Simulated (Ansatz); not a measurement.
Cu5H4, relaxed as a doublet with UKS B3LYP-D4/def2-SVP in Ansatz, starting from the GFN2-xTB geometry. Force threshold 0.02 eV/Å.

The relaxation made no stability test and no search for a lower SCF solution. No other spin state of charge 0 was run. Another isomer (doublet) lies 0.42 eV lower at PBE0-D4/def2-TZVP; other spin states weren't run for this one.

Start:

| atom | x (Å) | y (Å) | z (Å) |
| --- | --- | --- | --- |
| Cu1 | -0.602 | -0.336 | -1.188 |
| Cu2 | -0.351 | -1.985 | -4.053 |
| Cu3 | 1.236 | 1.322 | 3.662 |
| Cu4 | -0.599 | 1.221 | 1.705 |
| Cu5 | -0.919 | 2.468 | 3.703 |
| H6 | -0.708 | 0.483 | 0.202 |
| H7 | -0.516 | -1.169 | -2.615 |
| H8 | 2.665 | 0.758 | 3.996 |
| H9 | -0.206 | -2.763 | -5.413 |

```tsv
step	energy (eV)	largest force component (eV/Å)	SCF passes
1	-223242.8234	0.428	56
2	-223243.0242	0.248	32
3	-223243.1190	0.229	37
4	-223243.2055	0.242	36
5	-223243.3136	0.238	36
6	-223243.4267	0.166	36
7	-223243.5126	0.191	35
8	-223243.6085	0.152	35
9	-223243.7002	0.195	34
10	-223243.7755	0.325	33
11	-223243.8735	0.289	34
13	-223244.1134	0.402	33
15	-223244.4643	0.146	34
17	-223244.5784	0.128	33
19	-223244.7146	0.127	30
21	-223244.8362	0.093	28
23	-223244.9243	0.094	30
25	-223244.9726	0.105	25
27	-223245.0189	0.102	25
29	-223245.1058	0.143	25
31	-223245.2860	0.265	25
33	-223245.5488	0.311	29
35	-223245.8815	0.293	29
37	-223246.1340	0.266	28
39	-223246.3277	0.196	27
41	-223246.4853	0.125	40
43	-223246.5167	0.144	52
44	-223246.5306	0.013	54
```

Force components are those of the run's own axes.

End:

```xyz
9

Cu   -2.231    0.102   -0.625
Cu   -0.183   -0.825   -1.431
Cu    1.430    0.879    2.119
Cu    1.704   -0.303    0.084
Cu   -0.688    0.813    1.044
H    -2.329    1.012    0.684
H    -1.781   -0.840   -1.856
H     2.676    0.149    1.322
H     1.402   -0.986   -1.342
```

Bonds lost: Cu4–H6 (atoms count from 1). Bonds formed: Cu2–Cu5, Cu4–H8, Cu4–H9, Cu5–H6 (atoms count from 1). Metal–metal contacts that move far: Cu2–Cu4 6.59 to 2.48 Å, Cu1–Cu5 5.65 to 2.38 Å, Cu1–Cu2 3.32 to 2.39 Å.

No frequencies were taken in this run, so the end may be a saddle point.

It took 8.1 min on 4 threads of Arm Neoverse V2 on a shared host, peak host memory 1.1 GiB.
